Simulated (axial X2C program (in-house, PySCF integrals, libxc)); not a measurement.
# GaSb at several levels of theory

Computed with an in-house all-electron X2C program for linear molecules (integrals from PySCF). Spin-free means the one-electron spin-free X2C Hamiltonian. Basis: Sb dyall-cv3z [11s12p8d4f1g], Ga dyall-cv3z [9s9p7d4f1g] (cores contracted in-house); Gaussian nuclei, density fitting, unrestricted open shells. Masses: Sb 120.904 u, Ga 68.926 u.

State, spin-free: M_S = 1, Λ = 0 (beyond evenly filled blocks: π+α, π-α); electrons by block: σα: 18, σβ: 18, π+α: 9, π+β: 8, π-α: 9, π-β: 8, δ+α: 3, δ+β: 3, δ-α: 3, δ-β: 3. Fragments: Sb + Ga.

| Hamiltonian | level | Re (Å) | ωe (cm⁻¹) | Be (cm⁻¹) | αe (cm⁻¹) | De (eV) | D0 (eV) | μ (D) |
| --- | --- | --- | --- | --- | --- | --- | --- | --- |
| spin-free | PBE0 | 2.767 | 176.5 | 0.05017 | 0.00017 | 1.81 | 1.80 | 1.45 |
| spin-free | HF | 2.809 | 169.6 | 0.04868 | 0.000191 | 0.701 | 0.691 | 1.94 |
| spin-free | MP2 | 2.788 | 178.0 | 0.04942 | 0.000141 | 1.44 | 1.43 | n/a |
| spin-free | PBEsol | 2.756 | 176.2 | 0.05057 | 0.000173 | 2.11 | 2.09 | 1.20 |

Correlated methods: 8 electrons correlated (number of frozen shells: Sb 4 s, 3 p, 2 d; Ga 3 s, 2 p, 1 d), 320 virtual spin orbitals or spinors in MP2.

Dipoles are positive if Ga is the positive end.

The state is a single determinant with fixed occupations, the lowest that a limited PBE0 search found. De is counted from the lowest determinant-based energies of the atoms at the same level, without counterpoise correction. PBE0 can misorder states that lie within some tenths of an eV, so this need not be the ground state of the molecule. The nearest other spin-free determinant of the search, M_S = 1, Λ = 1, lies 0.36 eV up at the distance of the search. With the outer-core shells frozen, correlated bond lengths of heavy atoms tend to come out a few hundredths of an ångström too long. Spin-free De lacks the spin–orbit lowering of the heavy p-block atom, a tenth of an eV or more for 4p and 5p, up to an eV for 6p and one to two eV for 7p atoms, less what an open-shell molecule gains itself.

No reliable constants came from HF (2c), MP2 (2c), PBE0 (2c), PBEsol (2c): no minimum in range, unconverged points, a curve that is not smooth, a change of character along it, or the two Hamiltonians disagreeing along it.

The whole task took 3.5 min on 1 thread of Intel(R) Xeon(R) CPU @ 2.60GHz (Ice Lake), on a shared host.
